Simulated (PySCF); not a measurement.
PySCF job for BCl, SMILES Cl[B] (connectivity only; charge and spin as stated), charge +1, multiplicity 2, IEF-PCM-M06-2X/def2-TZVPD. Coordinates come from a B3LYP-D3(BJ)/def2-TZVPD optimisation.

```python
import numpy as np
from pyscf import gto, scf, dft
from pyscf.solvent import pcm

mol = gto.M(
    atom='''
    B     0.00000000    0.00000000   -1.23657465
    Cl    0.00000000    0.00000000    0.36369843
    ''',
    basis='def2-TZVPD',
    charge=1,
    spin=1,
    max_memory=1600,
    verbose=3,
)
mf = dft.UKS(mol, xc='m06-2x').density_fit(auxbasis='def2-universal-jkfit')
mf.grids.level = 4
mf.conv_tol = 1e-9
mf.max_cycle = 100
mf.kernel()
fine, coarse = mf.grids, dft.Grids(mol).set(level=1).build(with_non0tab=True)
for _ in range(3):  # follow internal instabilities
    mf.grids = coarse
    mo, _, stable, _ = mf.stability(return_status=True, nroots=4)
    mf.grids = fine
    if stable:
        break
    mf.kernel(mf.make_rdm1(mo, mf.mo_occ))
res = {}
for name, eps in {'water': 78.355, 'dichloromethane': 8.93, 'dimethylsulfoxide': 46.826}.items():
    s = mf.PCM()
    s.with_solvent.method, s.with_solvent.eps, s.with_solvent.lebedev_order = 'IEF-PCM', eps, 29
    s.kernel(mf.make_rdm1())
    res[name] = (s.e_tot, eps, s.dip_moment(), s.mo_energy, s.converged)
    print(f'{name}: electrostatic solvation free energy {(s.e_tot - mf.e_tot) * 627.509474:.3f} kcal/mol')
```

Program output:

```

WARN: HOMO -0.252223312616294 >= LUMO -0.252223312616294

converged SCF energy = -484.621475040677  <S^2> = 0.75738422  2S+1 = 2.0073706
<class 'pyscf.df.df_jk.DFUKS'> wavefunction is stable in the internal stability analysis

WARN: PCM is an experimental feature. It is still in testing.
Features and APIs may be changed in the future.

converged SCF energy = -484.724699603934  <S^2> = 0.75733194  2S+1 = 2.0073185

WARN: System has nonzero charge 1; the dipole moment is origin-dependent.
Location of origin: [0. 0. 0.]

Dipole moment(X, Y, Z, Debye): -0.00000,  0.00000, -2.94596
water: electrostatic solvation free energy -64.774 kcal/mol

WARN: PCM is an experimental feature. It is still in testing.
Features and APIs may be changed in the future.

converged SCF energy = -484.714341070411  <S^2> = 0.75734151  2S+1 = 2.0073281

WARN: System has nonzero charge 1; the dipole moment is origin-dependent.
Location of origin: [0. 0. 0.]

Dipole moment(X, Y, Z, Debye):  0.00000, -0.00000, -2.93874
dichloromethane: electrostatic solvation free energy -58.274 kcal/mol

WARN: PCM is an experimental feature. It is still in testing.
Features and APIs may be changed in the future.

converged SCF energy = -484.723802831048  <S^2> = 0.75733284  2S+1 = 2.0073194

WARN: System has nonzero charge 1; the dipole moment is origin-dependent.
Location of origin: [0. 0. 0.]

Dipole moment(X, Y, Z, Debye):  0.00000,  0.00000, -2.94530
dimethylsulfoxide: electrostatic solvation free energy -64.212 kcal/mol
```

The calculation finished and met its thresholds.

Cost: around 40 core-seconds (rough).
